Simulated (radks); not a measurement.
Ionisation of neutral strontium, [Kr] 5s2, to [Kr] 5s1 as the strength of local exchange is varied. All-electron calculation, scalar-relativistic Kohn-Sham, Slater X-alpha exchange (alpha = 2/3 is LDA exchange), no correlation, spin-unpolarised, spherical densities, finite nucleus; Fermi nuclear charge, rms radius 4.224 fm. Program: a radial shooting solver on a logarithmic mesh with Libxc functionals.

alpha = 0.56: E(Sr) (hartree) -3156.72072; exchange (hartree) -81.67975; IE (eV) 4.714; -e of the level emptied (eV) 2.400 (5s); <r> of it (bohr) 4.578
alpha = 0.575: E(Sr) (hartree) -3158.91213; exchange (hartree) -83.92251; IE (eV) 4.783; -e of the level emptied (eV) 2.461 (5s); <r> of it (bohr) 4.553
alpha = 0.667: E(Sr) (hartree) -3172.38414; exchange (hartree) -97.74062; IE (eV) 5.217; -e of the level emptied (eV) 2.844 (5s); <r> of it (bohr) 4.408
alpha = 0.731: E(Sr) (hartree) -3181.78779; exchange (hartree) -107.41656; IE (eV) 5.529; -e of the level emptied (eV) 3.123 (5s); <r> of it (bohr) 4.314
alpha = 0.873: E(Sr) (hartree) -3202.74530; exchange (hartree) -129.07040; IE (eV) 6.253; -e of the level emptied (eV) 3.780 (5s); <r> of it (bohr) 4.123
alpha = 0.935: E(Sr) (hartree) -3211.93601; exchange (hartree) -138.60496; IE (eV) 6.581; -e of the level emptied (eV) 4.082 (5s); <r> of it (bohr) 4.046
alpha = 0.985: E(Sr) (hartree) -3219.36568; exchange (hartree) -146.32955; IE (eV) 6.851; -e of the level emptied (eV) 4.333 (5s); <r> of it (bohr) 3.986

NIST Atomic Spectra Database: 5.695 eV (measured). The Delta-SCF value meets it near alpha = 0.76. Spin polarisation and multiplet splitting are left out, so open shells lie too high by an amount that depends on their filling.

Beside tabulated values, note that spin-unpolarised runs miss the spin-polarisation part of the exchange energy of open shells.
